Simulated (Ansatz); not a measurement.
`[SiH3][CH2][ZnH]` + `CCl` → `Cl[CH2][ZnH]` + `C[SiH3]`  (formal exchange of groups at a Zn–C bond)

Computed with Ansatz on PBE0-D4/def2-TZVP structures; ΔE is electronic, products minus reactants. CCSD(T)/CBS adds triple-zeta CCSD(T) − MP2 to the extrapolated MP2 energy (def2 sets, frozen cores). This one scheme is used for every species. DFT in def2-TZVPP. HSE06 is defined as in plane-wave codes. For Zn outer-core shells are correlated without core-valence functions, which leaves a few kJ/mol of doubt a bond. Scalar relativity is left out up to krypton.

| level | ΔE (kJ/mol) | difference from CCSD(T)/CBS |
| --- | --- | --- |
| LDA (SPW92) | 14.6 | -1.5 |
| BLYP-D4 | 11.9 | -4.2 |
| B97M-V | 14.6 | -1.5 |
| ωB97X-V | 14.4 | -1.7 |
| PBE0 | 15.1 | -1.0 |
| HSE06 | 15.0 | -1.1 |
| RPA@PBE/def2-TZVPP | 16.4 | 0.3 |
| MP2/def2-SVP | 21.6 | 5.5 |
| HF/def2-TZVPP | 14.1 | -2.0 |
| HF/CBS(def2) | 14.2 | -1.9 |
| CCSD(T)/CBS | 16.1 | 0 |

Largest T1 diagnostic among the species: 0.014.

In def2-TZVPP, CCSD(T) changes the Hartree–Fock value by +3.2 kJ/mol (the triples alone add +0.4 kJ/mol) and MP2 by +5.4 kJ/mol. At CCSD(T), def2-SVP lies +3.4 kJ/mol from the extrapolated value and def2-TZVPP +1.1 kJ/mol. Leaving LDA and LC-ωPBE aside and taking each functional with its dispersion term where it has one, the values, not all of them listed here, spread over 5.8 kJ/mol, from BLYP-D4 to PBE-QIDH.

CCSD(T)/CBS has its own doubt, a few kJ/mol and more with outer-core shells, so smaller differences from it don't rank the levels.
